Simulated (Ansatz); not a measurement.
Job for Ansatz (a program for electronic structure): R-wB97X-V/def2-TZVPP on silylarsine (SMILES [SiH3][AsH2]), a point of a torsion scan.

Ansatz 0.2 input:
```yaml
crystal:
  periodic: [false, false, false]
  atoms:
    - {symbol: Si, position_ang: [-0.82488881, 0.07672570, -0.02737117]}
    - {symbol: As, position_ang: [1.49713415, 0.06698498, -0.07563895]}
    - {symbol: H, position_ang: [-1.46645954, -0.87529126, -0.94198804]}
    - {symbol: H, position_ang: [-1.31805859, 1.41555548, -0.37721129]}
    - {symbol: H, position_ang: [-1.29527058, -0.23177092, 1.32928714]}
    - {symbol: H, position_ang: [1.53620445, -0.08481196, -1.56857645]}
    - {symbol: H, position_ang: [1.56033276, -1.42692922, 0.05980616]}
basis:
  gaussian:
    orbitals: def2-TZVPP
hamiltonian:
  xc: {name: wB97X-V}
scf: {lower_state_search: off}
```

### Question
What total energy does the run end on?

### Answer
-2528.1224 hartree.
